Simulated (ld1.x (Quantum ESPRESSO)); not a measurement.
**How hard is this selenium (Se) RRKJ potential?**

| Item | Value |
| --- | --- |
| Element | Se (Z = 34) |
| Generator | ld1.x (Quantum ESPRESSO) 7.5 |
| Type | norm-conserving RRKJ (Kleinman–Bylander form) |
| Functional | revPBE |
| Relativity | scalar-relativistic |
| Frozen core | [Ar] 3d10 |
| Valence charge | 6 |
| Reference configuration | 4s2 4p4 |
| Partial waves | 4p (bound): rc 1.90 bohr; 4d channel at 0.1 Ry: rc 1.55 bohr; 4s (bound): rc 1.60 bohr |
| Local potential | the s channel |
| Core correction | none |
| rho0 | 0.001 |

The pseudo-atom Hamiltonian at the reference potential is diagonalised in spherical Bessel functions j_l(qr) that vanish at 20 bohr, with q² up to the cutoff. All-electron valence levels (Ry): 4p -0.4757, 4s -1.2662.

Q: How do the lowest levels (Ry) of each channel move with the cutoff, and are there ghosts?

A:

```
cutoff (Ry)     p #1    p #2      d #1     s #1    f #1  Σ f·Δε (mRy)
          8  -0.4363  0.0249    0.0622  -1.1342  0.1140         421.9
         12  -0.4406  0.0247    0.0622  -1.2221  0.1140         228.7
         18  -0.4583  0.0240    0.0621  -1.2561  0.1140          89.8
         25  -0.4713  0.0235    0.0620  -1.2574  0.1140          35.1
         35  -0.4755  0.0233   -0.3517  -1.2612  0.1140          10.8
         45  -0.4756  0.0233   -6.9641  -1.2650  0.1140           2.7
         55  -0.4757  0.0233  -10.1228  -1.2659  0.1140           0.8
         70  -0.4757  0.0233  -10.6349  -1.2659  0.1140           0.6
        400  -0.4757  0.0233  -10.6874  -1.2662  0.1140           0.0
```

Result: ghost state, extra bound levels that the all-electron valence spectrum of the same l lacks: d at -145.4 eV (a true bound ghost makes a file unfit for plane-wave use); 10 mRy is reached at 40 Ry and 1 mRy at 55 Ry.
